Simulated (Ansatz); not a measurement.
Ansatz (a first-principles code) input (B3LYP-D3(BJ)/def2-TZVP):

Ansatz 0.2 input:
```yaml
crystal:
  periodic: [false, false, false]
  atoms:
    - {symbol: C, position_ang: [-2.19055702, -0.98661111, -0.63660784]}
    - {symbol: C, position_ang: [-1.12445078, 0.10086230, -0.51197394]}
    - {symbol: C, position_ang: [-1.70354655, 1.31424740, 0.21228676]}
    - {symbol: C, position_ang: [0.10323736, -0.46205316, 0.21091740]}
    - {symbol: C, position_ang: [1.30164527, 0.49577644, 0.21656034]}
    - {symbol: C, position_ang: [2.47842169, -0.13667085, 0.80017718]}
    - {symbol: C, position_ang: [3.66544025, -0.56125093, 0.51051118]}
    - {symbol: H, position_ang: [-1.80209336, -1.84844030, -1.17481139]}
    - {symbol: H, position_ang: [-3.05946146, -0.61156528, -1.17281241]}
    - {symbol: H, position_ang: [-2.51205994, -1.31503388, 0.34965043]}
    - {symbol: H, position_ang: [-0.82363568, 0.40729548, -1.52108237]}
    - {symbol: H, position_ang: [-1.94944861, 1.05871819, 1.24108866]}
    - {symbol: H, position_ang: [-1.00091133, 2.14351566, 0.21979680]}
    - {symbol: H, position_ang: [-2.61222726, 1.64966286, -0.28281172]}
    - {symbol: H, position_ang: [-0.16421791, -0.70726286, 1.24095499]}
    - {symbol: H, position_ang: [0.40844457, -1.38902216, -0.28081143]}
    - {symbol: H, position_ang: [1.51252556, 0.81448370, -0.81784844]}
    - {symbol: H, position_ang: [1.05902911, 1.39246805, 0.79364550]}
    - {symbol: H, position_ang: [4.11249214, -0.49077055, -0.48566500]}
    - {symbol: H, position_ang: [4.30932247, -1.01901381, 1.24772680]}
basis:
  gaussian:
    orbitals: def2-TZVP
hamiltonian:
  xc: b3lyp
  dispersion: d3bj
magnetization: {spin_polarized: true, initial_magnetization: 1}
relax: {f_tol: 0.002, max_steps: 150}
```

End of the output:

```
Atom 6 at     3.711419    -0.520366     0.518603 Å, force     0.000310    -0.000558    -0.000228 eV/Å
Atom 7 at    -1.855852    -1.860256    -1.167708 Å, force    -0.000530    -0.000065     0.000031 eV/Å
Atom 8 at    -3.092135    -0.598224    -1.176254 Å, force    -0.000060    -0.000345     0.000086 eV/Å
Atom 9 at    -2.565225    -1.307251     0.351263 Å, force     0.000062     0.000228    -0.000259 eV/Å
Atom 10 at    -0.829927     0.378658    -1.517391 Å, force    -0.000223    -0.000060    -0.000026 eV/Å
Atom 11 at    -1.971391     1.093926     1.227272 Å, force     0.000199    -0.000025    -0.000198 eV/Å
Atom 12 at    -0.960265     2.141483     0.228471 Å, force    -0.000135     0.000463     0.000032 eV/Å
Atom 13 at    -2.575911     1.703953    -0.314398 Å, force     0.000421    -0.000148     0.000009 eV/Å
Atom 14 at    -0.179151    -0.763605     1.230985 Å, force    -0.000175    -0.000488     0.000386 eV/Å
Atom 15 at     0.385838    -1.420394    -0.291175 Å, force     0.000352    -0.000231    -0.000276 eV/Å
Atom 16 at     1.547128     0.763815    -0.791150 Å, force    -0.000092    -0.000120    -0.000019 eV/Å
Atom 17 at     1.057304     1.358601     0.788104 Å, force    -0.000429    -0.000124     0.000456 eV/Å
Atom 18 at     4.112123    -0.348720    -0.484390 Å, force    -0.000013     0.000222     0.000282 eV/Å
Atom 19 at     4.384517    -0.993830     1.225892 Å, force     0.000127     0.000100     0.000026 eV/Å
Dipole moment:    -0.131920     0.067374    -0.157546 e Å
```

It need not be the lowest isomer of its formula.
